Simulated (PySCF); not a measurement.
PySCF 2.14 output of an unrestricted LDA calculation on a single atom or ion in aug-cc-pVTZ-PP with ECP60MDF (6s6p5d3f2g, 88 functions), with scalar relativity through the core potential:

```
SCF conv_tol = 1e-09
number electrons alpha = 10  beta = 6
    P. A. M. Dirac.,  Math. Proc. Cambridge Philos. Soc. 26, 376 (1930)
    F. Bloch.,  Z. Phys. 57, 545 (1929)
    S. H. Vosko, L. Wilk, and M. Nusair.,  Can. J. Phys. 58, 1200 (1980)
cycle= 1 E= -90.59092135002  delta_E= -0.0062  |g|= 0.106  |ddm|= 0.199
cycle= 2 E= -90.5846065989684  delta_E= 0.00631  |g|= 0.165  |ddm|= 0.195
cycle= 3 E= -90.596321620875  delta_E= -0.0117  |g|= 0.00624  |ddm|= 0.109
cycle= 4 E= -90.5963462441784  delta_E= -2.46e-05  |g|= 0.000343  |ddm|= 0.00673
cycle= 5 E= -90.5963463009866  delta_E= -5.68e-08  |g|= 4.51e-06  |ddm|= 0.00026
cycle= 6 E= -90.5963463010045  delta_E= -1.79e-11  |g|= 6.15e-07  |ddm|= 8.01e-06
converged SCF energy = -90.5963463010045  <S^2> = 6.0020356  2S+1 = 5.0008142
```

The run itself started from symmetry-adapted Hartree-Fock orbitals and held the occupation by maximum overlap, on a logarithmic radial grid, so the iterations belong to that start.

Task: Which element, charge and spin multiplicity is this?

Result: Os (osmium, neutral), multiplicity 5; the state was [Xe] 4f14 5d7 6s1, high-spin 5F determinant (an excited configuration).

Energies and moments cover only the electrons outside the core potential. Spin-orbit coupling, absent here, splits the open shell strongly.
